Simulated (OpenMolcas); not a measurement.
## Tc5+: moving or changing the point charges

Tc5+ among 6 point charges of -1.5 e arranged as an octahedron (Oh), 1.96 Å from the ion.
```
   1.9600    0.0000    0.0000  -1.50
   0.0000    1.9600    0.0000  -1.50
  -1.9600    0.0000    0.0000  -1.50
   0.0000   -1.9600    0.0000  -1.50
   0.0000    0.0000    1.9600  -1.50
   0.0000    0.0000   -1.9600  -1.50
```

```
Program             : OpenMolcas 26.06
Method              : SS-CASPT2, IPEA 0.25 Eh, imaginary shift 0.1 Eh (closed shells correlated: 4s 4p)
Basis               : ANO-RCC-VDZP [6s5p3d1f]
Scalar Hamiltonian  : DKH2, point nucleus
Active space        : 2 electrons in 5 orbitals (4d)
State averaging     : 2S+1 = 3 even, 10 roots; 2S+1 = 1 even, 15 roots
Spin-orbit coupling : RASSI with atomic mean-field integrals over the reference wave functions
```

Runs around this geometry, states (labels of O, the rotations of Oh). Energies in cm-1 above the lowest state or level, χT in cm3 K/mol; under a threefold ground state the first gap can be a small split of the lowest multiplet, not the spin-orbit step; 10Dq and B are least-squares fits to the states below 45000 cm-1, weighted by degeneracy, with a free offset, and given where the rms deviation is under 5 % of |10Dq| (or 100 cm-1) and under 700 cm-1.

```json
{"R (Å)": "1.96", "q (e)": "-0.75", "Ground state": "3T1", "First state of that spin": "3T2 2630", "10Dq": "", "B (rms of fit)": "", "First gap with spin-orbit (degeneracies)": "440 (2, 3)", "χT at 300 K": "0.160", "First state of another spin": "1T2 10980"}
{"R (Å)": "1.86", "q (e)": "-1.5", "Ground state": "3T1", "First state of that spin": "3T2 7570", "10Dq": "8833", "B (rms of fit)": "801 (251)", "First gap with spin-orbit (degeneracies)": "270 (2, 3)", "χT at 300 K": "0.164", "First state of another spin": "1T2 11920"}
{"R (Å)": "1.96", "q (e)": "-1.5", "Ground state": "3T1", "First state of that spin": "3T2 5790", "10Dq": "6977", "B (rms of fit)": "800 (292)", "First gap with spin-orbit (degeneracies)": "320 (2, 3)", "χT at 300 K": "0.153", "First state of another spin": "1T2 11670"}
{"R (Å)": "2.11", "q (e)": "-1.5", "Ground state": "3T1", "First state of that spin": "3T2 3770", "10Dq": "", "B (rms of fit)": "", "First gap with spin-orbit (degeneracies)": "400 (2, 3)", "χT at 300 K": "0.149", "First state of another spin": "1T2 11340"}
```

Taking the first state of the same spin as R^-n, n = -ln(3770 / 7570) / ln(2.11 / 1.86) = 5.5 between the shortest and longest distance.

Scaling the charges by -0.75 / -1.5 = 0.50 scales the first state of the same spin by 2630 / 5790 = 0.45; with fixed orbitals a first-order splitting would follow the charge.

Roots that are degenerate in the reference are averaged as groups; the widest CASPT2 spread within a group is 490 cm-1 (the 3-fold group of multiplicity 1 near 21000 cm-1 above the lowest state of its run, R = 2.11, q = -1.5). Shifts and gaps below about the spread of the groups concerned are not significant. An orbital triplet at a regular site is open to Jahn-Teller coupling, which can distort the site and quench the lowest spin-orbit gaps and is left out. Free-ion shares, where given, are those of the reference states; single-state CASPT2 does not remix them. This field is weak: 10Dq is about 3762 cm-1, while octahedral complexes of 4d ions of charge 3 and more, computed by the same method with explicit ligands, had a median near 25000 cm-1. Ground spin and moment need not be those of a real site (figures for R = 1.96, q = -0.75; the like holds for R = 1.86, q = -1.5, R = 1.96, q = -1.5, R = 2.11, q = -1.5). This is an electrostatic model: the charges have no orbitals. No measured value stands beside these numbers.
